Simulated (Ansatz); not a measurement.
Computed with Ansatz on PBE0-D4/def2-TZVP structures; ΔE is electronic, products minus reactants. CCSD(T)/CBS is the MP2 limit (def2-TZVPP, def2-QZVPP) plus CCSD(T) − MP2 in def2-TZVPP, frozen cores. This one scheme is used for every species. For Br outer-core shells are correlated without core-valence functions, which leaves a few kJ/mol of doubt a bond. Scalar relativity is left out up to krypton. One conformer a species, not always the lowest.

Consider the ligand exchange at the Si–Br bond: `C[SiH2][SiH2]Br` + H–F → `C[SiH2][SiH2]F` + HBr.

`C[SiH2][SiH2]Br`:

```xyz
11

C     0.900   -1.026   -1.043
Si   -0.020    0.574   -0.729
Si   -0.708    0.691    1.503
Br   -1.885   -1.161    1.941
H     1.807   -1.077   -0.437
H     1.185   -1.107   -2.094
H     0.271   -1.881   -0.788
H    -1.237    0.668   -1.582
H     0.841    1.756   -1.020
H     0.433    0.711    2.456
H    -1.587    1.852    1.792
```

H–F:

Z-matrix (Å, degrees):
```
F
H 1 0.920
```

`C[SiH2][SiH2]F`:

Z-matrix (Å, degrees):
```
C
Si 1 1.875
H 1 1.092 2 110.6
H 1 1.092 2 110.7 3 120.0
H 1 1.092 2 110.8 3 -119.9
Si 2 2.343 1 111.7 3 59.9
H 2 1.490 1 110.7 3 -61.7
H 2 1.492 1 110.8 3 178.9
F 6 1.610 2 109.6 1 -57.9
H 6 1.489 2 111.6 1 60.6
H 6 1.487 2 112.3 1 -177.3
```

HBr:

Z-matrix (Å, degrees):
```
Br
H 1 1.420
```

| species | CCSD(T)/CBS(def2) energy (Eh) |
| --- | --- |
| `C[SiH2][SiH2]Br` | -3193.79195 |
| H–F | -100.39570 |
| `C[SiH2][SiH2]F` | -720.27653 |
| HBr | -2573.91920 |

(1) Work out ΔE.

Largest T1 diagnostic among the species: 0.012.

## Answers

(1) ΔE = (-720.27653) + (-2573.91920) − (-3193.79195) − (-100.39570) = -0.00808 Eh = -21.2 kJ/mol.

In def2-TZVPP, CCSD(T) changes the Hartree–Fock value by +14.3 kJ/mol (the triples alone add +2.8 kJ/mol) and MP2 by +21.2 kJ/mol. The D4 term adds +8.4 kJ/mol with B3LYP and +4.6 kJ/mol with PBE0; it sums over pairs of atoms, weighted by their polarisabilities, and B3LYP, whose exchange is more repulsive, gets the larger term.

B3LYP here is the variant with VWN-RPA as its local correlation; programs differ in this.
